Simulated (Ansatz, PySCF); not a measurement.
CH3BrFIn. Atoms are numbered in the order given.

```xyz
7

In    -0.0432     0.6702     0.0000
F     -1.9369     1.2111     0.0000
Br     0.1428    -1.8210     0.0000
C      1.5339     2.1400     0.0000
H      2.5052     1.6299     0.0000
H      1.4222     2.7614    -0.8990
H      1.4222     2.7614     0.8990
```

Geometry: B3LYP-D3(BJ)/def2-SVP. The structure was generated by enumeration; whether it is a known compound was not checked. The def2 effective core potentials stand for the cores of In; spin–orbit coupling is left out.

Vertical ionisation energy (IE) and electron affinity (EA) in eV. Rows of orbital energies are one-electron estimates. Where ΔSCF, EOM or ADC give a negative EA the extra electron is unbound and the value depends on the basis.

```csv
level,IE,EA
"−ε(HOMO), −ε(LUMO), CAM-B3LYP/def2-TZVP (PySCF)",9.60,1.04
"−ε(HOMO), −ε(LUMO), PBE/def2-TZVP (PySCF)",6.99,2.80
"ΔSCF, CAM-B3LYP/def2-SVPD (Ansatz), final states of multiplicity 2 and 2",10.68,0.52
"ΔSCF, PBE/def2-SVPD (Ansatz), final states of multiplicity 2 and 2",10.14,0.60
```

Q: What vertical singlet–triplet gap does ΔSCF give with CAM-B3LYP/def2-SVPD (Ansatz, a quantum-chemistry and plane-wave program) and with PBE/def2-SVPD (Ansatz)? (The exact figures need the calculation; the answer reports its results.)

A: 4.81 and 4.25 eV (triplet above singlet where positive).
